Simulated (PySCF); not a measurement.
C3H7BO2, SMILES CB(C)OC=O. Atoms are numbered in the order given.

```xyz
13

C     -1.7208     1.5395    -0.1746
B     -0.7343     0.3398     0.0476
C     -1.2137    -1.1450     0.2123
O      0.6190     0.6925     0.1208
C      1.6853    -0.1369     0.0980
O      1.6989    -1.2575    -0.3200
H     -2.4784     1.2915    -0.9378
H     -1.2237     2.4826    -0.4452
H     -2.2899     1.7060     0.7597
H     -0.6448    -1.7060     0.9703
H     -2.2897    -1.2143     0.4327
H     -1.0271    -1.6754    -0.7394
H      2.5765     0.3912     0.5006
```

Geometry: B3LYP-D3(BJ)/def2-SVP. Other conformers were not sampled.

Computed with PBE/pcSseg-1 in PySCF.

GIAO shieldings, no solvent; atoms listed in one row are averaged. δ = σ(ref) − σ: ¹³C against TMS (σ = 182.0 ppm); ¹¹B against BF3 (σ = 83.9 ppm); ¹⁷O against H2O (σ = 334.3 ppm); ¹H against TMS (σ = 31.49 ppm), references at their B3LYP-D3(BJ)/def2-TZVP geometries, non-relativistic.

| nucleus | atoms | count | δ (ppm) |
|---|---|---|---|
| ¹³C | C5 | 1 | 162.6 |
| ¹³C | C1, C3 | 2 | 11.5 |
| ¹¹B | B2 | 1 | 48.0 |
| ¹⁷O | O6 | 1 | 494.6 |
| ¹⁷O | O4 | 1 | 330.6 |
| ¹H | H13 | 1 | 8.55 |
| ¹H | H10, H11, H12 | 3 | 1.20 |
| ¹H | H7, H8, H9 | 3 | 1.00 |
